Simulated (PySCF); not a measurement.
Ta(NH)(F)(Cl)2 (Cl2FHNTa), SMILES [NH]=[Ta]([F])([Cl])[Cl], multiplicity 1. Geometry: PBE-D3(BJ)/def2-SVP. The spin state was assumed, not searched. The structure was generated by enumeration; whether it is a known compound was not checked. The def2 effective core potentials stand for the cores of Ta; spin–orbit coupling is left out.

Give the equilibrium geometry at PBE-D3(BJ)/def2-SVP (PySCF confirms it by a frequency run) as bond lengths and angles, and its point group. (Estimate from the structure and the level; the computed values follow.)

point group Cs.
Atoms: Ta1 N2 H3 F4 Cl5 Cl6. Bonds (Å): Ta1–N2 1.765, Ta1–F4 1.888, Ta1–Cl5 2.317, Ta1–Cl6 2.317, N2–H3 1.022. Bond angles (°): N2–Ta1–F4 107.0, N2–Ta1–Cl5 106.9, N2–Ta1–Cl6 106.9, F4–Ta1–Cl5 111.7, F4–Ta1–Cl6 111.7, Cl5–Ta1–Cl6 112.3, Ta1–N2–H3 178.8.
Charge 0, spin multiplicity 1.
